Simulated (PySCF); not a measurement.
Structure from 2D NMR

Compound of formula C3H6BF2N. Correlations simulated from computed shifts and couplings:

HSQC (one-bond C–H):
```
  δH     δC  1J(C,H) (Hz)
5.93  113.9           197
2.84   25.8           144
```

COSY cross peaks (|J| ≥ 2 Hz):
```
  δH    δH  abs. J (Hz)  bonds
5.93  2.84          4.4      3
2.84  2.22          6.3      5
```

HMBC (two and three bonds, |J| ≥ 2.5 Hz):
```
  δH          δC [abs. J in Hz]
5.93                 25.8 [7.7]
2.84  113.9 [6.7], 110.5 [11.4]
2.22                110.5 [8.8]
```

Carbons without hydrogens: δ 110.5.

- NMR shieldings at PBE0/pcSseg-1/GIAO
- PBE0-D3(BJ)/def2-SVP structure
- J: B3LYP/pcJ-1 (spin–dipole term only in couplings to heteroatoms)
- code: PySCF 2.14
- non-relativistic Hamiltonian, averaged over atoms made equivalent by symmetry, fast rotation or ring inversion, one conformer, no solvent model

Chemical shifts δ = σref − σ; 1H (σref 31.27), 13C (σref 184.41) against TMS, all at this level.

Exchangeable hydrogens are left out of these lists, and C,H couplings along chains are those of one rotamer, so weak HMBC peaks may be missing or extra.

Question: Work out the connectivity.

Answer: `InChI=1S/C3H6BF2N/c4-7-2-1-3(5)6/h3H,1H2,4H3`.

Structure with atom numbers: `[BH3-:1][N+:2]#[C:3][CH2:4][CH:5]([F:6])[F:7]`; H(Xn) means a hydrogen on atom n.

- δC 113.9 is C5, an sp3 CH bonded to 2 F (δH 5.93).
- δC 110.5 is C3, a nitrilium-type carbon.
- δC 25.8 is C4, an sp3 CH2 α to a nitrile (δH 2.84).
- HMBC from δH 2.84 reaches the proton-free carbon C3.
- HMBC from δH 2.22 reaches the proton-free carbon C3.
- COSY links 5.93–2.84, 2.84–2.22.

The data come from this structure; uniqueness wasn't tested.

Hydrogens on boron are broadened and split by 11B (spin 3/2, 80 %) and 10B (spin 3). Common functionals overestimate the size of one-bond C–F couplings by tens of Hz; these are unscaled. Unscaled 3J(H,H) at this level run about 10 % above measured values. Shifts are as computed. Against solution values, carbons near 30 ppm lie about +2 ppm off and those near 130 ppm about +5 ppm. Of 1313 compounds with measured shifts, 239 miss one by over three times the rms of a fit or turn the order of signals round; such compounds aren't used in these exercises. Chain 3J(H,H) values assume equally populated staggered rotamers: (2 J gauche + J anti)/3. Only one conformer was computed, so three-bond couplings in flexible chains and rings are approximate.
